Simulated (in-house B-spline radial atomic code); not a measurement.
Multiplet parameters of the 3p3 shell in Cl2+ ([Ne] 3s2 3p3). Method: non-relativistic Hartree-Fock, average of configuration, point nucleus. Calculated with a radial B-spline atomic code at the basis-set limit.

Slater integrals: F^2 = 62843 cm⁻¹. Central-field spin-orbit parameter ζ(3p) = 774 cm⁻¹ (bare central field on non-relativistic orbitals, without two-electron terms: too large for light atoms, too small for heavy ones).

With F₂ = F^2/25 = 2514 cm⁻¹:

(1) Where do the terms lie in LS coupling, without spin-orbit interaction?

(2) How far can these numbers be trusted?

Answers

(1) In cm⁻¹ above the Hund's-rule term:
| term | expression | energy |
| --- | --- | --- |
| 4S | 0 F₂ | 0 |
| 2D | 9 F₂ | 22623 |
| 2P | 15 F₂ | 37706 |

(2) Fits to spectra need these integrals scaled down, since correlation screens the repulsion. Here ζ is 0.31 times F₂, so LS coupling is a fair start, though levels of equal J in close terms still mix.
